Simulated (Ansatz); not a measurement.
Frontier orbitals of B2Cl2F2H4N2 (`F[B@-]1(Cl)[NH2+][B@@-](F)(Cl)[NH2+]1`).

Cartesian coordinates in Å:
```
F 0.6591 2.0700 -0.1963
B 0.0044 0.9433 -0.5828
Cl -0.8973 1.0612 -2.1599
N -0.9082 0.3729 0.5916
B 0.0686 -0.8831 0.6669
F 0.7635 -0.8985 1.8351
Cl -0.7742 -2.4377 0.2344
N 0.9617 -0.3288 -0.5300
H -0.8977 0.9463 1.4290
H -1.8648 0.1637 0.3350
H 0.9704 -0.9002 -1.3655
H 1.9144 -0.1090 -0.2577
```

The species carries charge 0 and has multiplicity 1. All single points use the PBE0-D4/def2-TZVP geometry. Basis def2-TZVPP, Ansatz.

```
 functional  HOMO (eV)  LUMO (eV)  gap (eV)
LDA (SPW92)      -7.47      -0.63      6.84
        PBE      -7.31      -0.45      6.86
     revPBE      -7.24      -0.36      6.88
     r2SCAN      -7.67       0.20      7.87
       PBE0      -8.76       0.37      9.13
    ωB97X-V     -11.21       2.20     13.41
    ωB97M-V     -11.04       1.72     12.76
```

From PBE to PBE0 the HOMO moves by −1.45 eV and the LUMO by +0.82 eV, and with ωB97M-V by −3.73 and +2.18 eV, so the gap grows from 6.86 to 12.76 eV with exact exchange. A positive LUMO is unbound and depends on the basis.
